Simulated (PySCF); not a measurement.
C₆H₈, SMILES C=C=CC1CC1. Atoms are numbered in the order given.

```xyz
14

C      2.9459     0.2114     0.0000
C      1.6913    -0.1594     0.0000
C      0.4319    -0.5266     0.0000
C     -0.7278     0.3943     0.0000
C     -1.9806     0.0142    -0.7472
C     -1.9806     0.0142     0.7472
H      3.4939     0.3722     0.9355
H      3.4939     0.3722    -0.9355
H      0.2063    -1.6024     0.0000
H     -0.4625     1.4551     0.0000
H     -2.5198     0.8064    -1.2729
H     -1.9863    -0.9496    -1.2640
H     -2.5198     0.8064     1.2729
H     -1.9863    -0.9496     1.2640
```
Charge 0, spin multiplicity 1.

The structure is a stationary point at PBE0-D3(BJ)/def2-SVP. Other conformers were not sampled.

Method: B3LYP/pcSseg-1 (PySCF).

GIAO shieldings, no solvent; atoms listed in one row are averaged. δ = σ(ref) − σ: ¹³C against TMS (σ = 181.3 ppm); ¹H against TMS (σ = 31.68 ppm), references at their B3LYP-D3(BJ)/def2-TZVP geometries, non-relativistic.

Computed chemical shifts:
```json
[
 {"nucleus": "¹³C", "atoms": "C2", "count": "1", "δ (ppm)": "228.5"},
 {"nucleus": "¹³C", "atoms": "C3", "count": "1", "δ (ppm)": "104.5"},
 {"nucleus": "¹³C", "atoms": "C1", "count": "1", "δ (ppm)": "81.5"},
 {"nucleus": "¹³C", "atoms": "C4", "count": "1", "δ (ppm)": "15.5"},
 {"nucleus": "¹³C", "atoms": "C5, C6", "count": "2", "δ (ppm)": "10.5"},
 {"nucleus": "¹H", "atoms": "H7, H8", "count": "2", "δ (ppm)": "5.25"},
 {"nucleus": "¹H", "atoms": "H9", "count": "1", "δ (ppm)": "4.75"},
 {"nucleus": "¹H", "atoms": "H10", "count": "1", "δ (ppm)": "1.37"},
 {"nucleus": "¹H", "atoms": "H11, H13", "count": "2", "δ (ppm)": "1.03"},
 {"nucleus": "¹H", "atoms": "H12, H14", "count": "2", "δ (ppm)": "0.49"}
]
```
